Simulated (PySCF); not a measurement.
Species: Cl₂Ga₂H₆SSi.
Bonds: Si1–S2, S2–Ga3, Ga3–Cl4, Cl4–Ga5, Ga5–Cl6, Ga3–Cl6. Hydrogens: H7, H8, H9 on Si1; H10 on Ga3; H11, H12 on Ga5.

Torsions of this conformer, `[SiH3:1][S:2][GaH-:3]1[Cl+:4][GaH2-:5][Cl+:6]1`: Si1–S2–Ga3–Cl4 -178°.

The closed-shell ground state was solved at several levels (PySCF, density fitting, gas phase). Isolated species at its PBE0-D3(BJ)/def2-SVP geometry (one conformer only). The calculation is non-relativistic and has no spin–orbit coupling, an omission that weighs most on gallium.

| level | basis functions | HOMO (eV) | LUMO (eV) | gap (eV) | dipole (D) |
| --- | --- | --- | --- | --- | --- |
| HF/pcSseg-1 | 208 | -10.32 | 1.84 | 12.16 | 1.30 |
| PBE0/pcSseg-1 | 208 | -7.58 | -1.16 | 6.42 | 1.15 |

(1) What might CAM-B3LYP/def2-SVPD (229 basis functions) give for the same quantities?

(2) Over all these levels, which gives the widest orbital gap and which the narrowest?

(3) How far do the dipole and the HOMO energy spread over the levels?

Results:

(1) HOMO -8.76 eV, LUMO -0.29 eV, gap 8.47 eV, dipole 1.06 D.

(2) HF/pcSseg-1 (Hartree–Fock, all exact exchange) has the widest, 12.16 eV, and PBE0/pcSseg-1 (global hybrid, 25 % exact exchange) the narrowest, 6.42 eV. The two share the basis. From the narrowest to the widest the HOMO moves by -2.74 eV and the LUMO by +3.00 eV. The HOMO need not be the same orbital at Hartree–Fock and at DFT levels.

(3) The dipole runs from 1.06 to 1.30 D (mean 1.17 D) and the HOMO from -10.32 to -7.58 eV.
